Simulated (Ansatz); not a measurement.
Molecule: C₄H₆N, net charge 1, singlet state. It need not be the lowest isomer of its formula. 
Coordinates optimised at B3LYP-D3(BJ)/def2-TZVP (Ansatz, a quantum-chemistry and plane-wave program):
SMILES: C=CCC#[NH+]
```xyz
11

C     -2.1704     0.0643    -0.1464
C     -1.0761     0.0813     0.5972
C      0.1234    -0.8047     0.2927
C      1.2268     0.0005    -0.1751
N      2.0669     0.6780    -0.5415
H     -3.0224     0.6777     0.1147
H     -2.2704    -0.5651    -1.0227
H     -0.9870     0.7076     1.4758
H     -0.0948    -1.5356    -0.4927
H      0.4749    -1.3545     1.1740
H      2.8095     1.2757    -0.8692
```
Charge +1, spin multiplicity 1.

Parts of the frozen-core correlation energy in 6-31G* (Ansatz, hartree). Frozen orbitals: 5; correlated occupied orbitals by spin: 13 and 13; virtual: 69 and 69. No spin-orbit coupling. No relativistic terms.

```csv
term,value
reference (HF),-209.11626
MP2 opposite-spin,-0.48820
MP2 same-spin,-0.16230
CCSD correlation,-0.69076
(T),-0.02638
T1 diagnostic,0.013
largest doubles amplitude,0.075
```
